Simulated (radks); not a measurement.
All-electron atom: Mn II in [Ar] 3d5 4s1 (the NIST ground configuration).

Calculated with a radial shooting solver on a logarithmic mesh with Libxc functionals: scalar-relativistic Kohn-Sham, PBEsol, spin-polarised, spherical densities, point nucleus; open shells are filled with parallel spins first.

Energy parts (eV):
part                      energy
total                 -31486.415
kinetic                31831.283
electron-nucleus      -75018.585
Hartree                13085.479
exchange-correlation   -1384.592

Orbitals (lengths in bohr, moments of r in powers of bohr; <r^-3> diverges for s and p1/2; r(90%) holds 90 % of the orbital's charge):
orbital,occ.,eigenvalue (eV),r(90%),<r>,<r^4>,<r^-3>
1s up,1,-6429.786,0.109,0.06095,0.00006417,-
1s down,1,-6429.753,0.109,0.06094,0.00006417,-
2s up,1,-751.0937,0.434,0.2799,0.01500,-
2s down,1,-748.9055,0.433,0.2794,0.01486,-
2p up,3,-637.5136,0.406,0.2475,0.01160,417.1
2p down,3,-635.8389,0.405,0.2469,0.01146,418.8
3s up,1,-95.3462,1.28,0.8523,1.145,-
3s down,1,-90.1145,1.28,0.8546,1.160,-
3p up,3,-64.1911,1.40,0.9045,1.641,51.50
3p down,3,-59.0134,1.40,0.9086,1.685,50.76
3d up,5,-16.3749,2.03,1.170,8.355,4.155
4s up,1,-12.6479,4.05,2.728,114.7,-
3d down,0,-11.4191,2.16,1.223,10.99,3.960

The highest occupied level is 4s up at -12.648 eV. Spin moment in Bohr magnetons: 6. For comparison, the ionisation energy in NIST's Atomic Spectra Database is 15.640 eV (measured). In exact Kohn-Sham theory the highest level is minus the ionisation energy, but local and semilocal functionals leave it too shallow, through self-interaction and a potential that decays too fast; potentials with the right tail come closer. Summed over all electrons, <r^2> = 25.61 bohr^2, which gives a Langevin (diamagnetic) susceptibility term of -20.3 x 10^-6 cm^3/mol. The density falls to 0.001 e/bohr^3 at r = 3.88 bohr.
